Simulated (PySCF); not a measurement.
Gas-phase reaction: 2 GeF₂ + 3 SiH₃F = H₃SiGeH₃ + GeH₃F + 2 SiF₃

Energies from PySCF (xtb for GFN2), thermal terms from the rigid-rotor harmonic-oscillator model, ideal gas at 1 bar. † marks an energy on the PBE0/def2-TZVP geometry and frequencies; other levels use their own. Open shells (unrestricted): SiF₃ (multiplicity 2); the rest are closed-shell singlets. GFN2 has no spin-polarisation term. B3LYP is the form with VWN-RPA correlation. Ge: all electrons, no relativistic terms. The harmonic model lacks anharmonicity and excited electronic states, which grow with temperature; levels with a mode under 35 cm⁻¹ are left out. Internal rotation in H₃SiGeH₃ is treated as a harmonic vibration of one conformer, which makes the entropy rough.

| level | ΔE electronic, kJ | ΔH°(298 K), kJ | ΔS°(298 K), J/K | ΔG°(1800 K), kJ |
|---|---|---|---|---|
| B3LYP/def2-TZVP† | 62 | 62 | -147 | 294 |
| GFN2-xTB | 699 | 698 | -144 | 937 |
| PBE0/def2-QZVP† | -12 | -12 | -147 | 220 |
| PBE0/def2-SVP† | 23 | 22 | -147 | 255 |
| r2SCAN/def2-TZVP† | -32 | -33 | -147 | 200 |
| LDA/def2-TZVP† | -30 | -31 | -147 | 201 |
ΔH° is lowest at r2SCAN/def2-TZVP† and highest at GFN2-xTB. No reference value is set beside these.
